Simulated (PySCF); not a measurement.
SMILES [GeH3][Se]SC (CH6GeSSe) (CAM-B3LYP/def2-SVP optimised geometry):

```
10

Se    -1.595     0.426     0.000
S     -0.547     1.050    -1.859
C      1.024     1.689    -1.214
H      0.861     2.541    -0.542
H      1.595     2.027    -2.091
H      1.595     0.906    -0.697
Ge    -0.817    -1.810     0.000
H      0.717    -1.810     0.000
H     -1.351    -2.463     1.284
H     -1.347    -2.541    -1.238
```

Method: PySCF 2.14.0 with CAM-B3LYP/def2-TZVP.

Task: What are the frontier orbital energies and the dipole moment?

Result: HOMO-2 -10.14 eV, HOMO-1 -8.18 eV, HOMO -7.99 eV, LUMO -0.14 eV, LUMO+1 0.63 eV; dipole moment 1.71 D.

On the same geometry PySCF with PBE/def2-TZVP gives HOMO-2 -7.74 eV, HOMO-1 -5.80 eV, HOMO -5.56 eV, LUMO -2.15 eV, LUMO+1 -1.18 eV; dipole moment 1.61 D.

Meta-Löwdin charges at CAM-B3LYP/def2-TZVP: Se1 -0.11, S2 -0.03, C3 -0.39, H4 0.13, H5 0.13, H6 0.12, Ge7 0.31, H8 -0.06, H9 -0.06, H10 -0.05.
